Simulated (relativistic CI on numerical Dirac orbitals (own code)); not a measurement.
**L2,3 absorption of copper in several valence states**

Computed multiplet spectra 2p⁶3dⁿ → 2p⁵3dⁿ⁺¹ (Dirac-Coulomb-Breit ions, Slater integrals scaled by 0.8, an assumed crystal field that grows with the charge, no charge transfer; 300 K; Lorentzian 0.4 eV and Gaussian 0.3 eV FWHM at both edges, so that L2 comes out sharper than in experiment). Peaks over 5 % are given in eV from the highest peak in the L3 region of each spectrum (height, largest 100). S of the lowest state is read from ⟨S²⟩, and the branching ratio is the share of L3, cut at the minimum between the edges.

Field parameters in Wybourne normalisation: Oh B⁴₀ = 21Dq, B⁴₄ = √(5/14) B⁴₀. The field is a parameter set, without covalency.

- Cu2+ (d9, Oh, 10Dq = 10750 cm⁻¹): S = 0.50, branching ratio 0.74; peaks 0.0 (100), 20.2 (34)
- Cu3+ (d8, Oh, 10Dq = 13850 cm⁻¹): S = 1.00, branching ratio 0.75; peaks 0.0 (100), 1.4 (9), 2.5 (25), 20.3 (24), 21.6 (25)

Task: What spin state follows for Cu4+ in Oh, 10Dq = 17000 cm⁻¹, and does its branching ratio lie nearer 2/3 or nearer 0.8?

Result: Cu4+ (d7, Oh, 10Dq = 17000 cm⁻¹): S = 1.50, high spin, branching ratio 0.83; peaks -4.6 (64), -2.6 (73), -1.7 (78), 0.0 (100), 1.6 (16), 2.5 (9), 3.3 (7), 18.7 (20), 19.8 (23), 20.7 (23). High-spin states, above all those with an unquenched orbital moment, raise the ratio above the statistical 2/3; low spin and nearly empty shells keep it near or below 2/3.

The centroid of the whole edge, which also moves with the branching ratio, lies at 937.1 (Cu2+), 940.7 (Cu3+), 941.7 (Cu4+) eV in this ionic model, in steps of 1.0 to 3.6 eV. Compounds show about 1 to 2 eV a unit and lower energies for the high valences, since ligands screen the charge. The multiplet shape follows the d count and the spin state, and so serves as a fingerprint of valence. Real compounds of Cu4+ are mostly low spin, since covalency shrinks the Slater integrals more than this scale does.
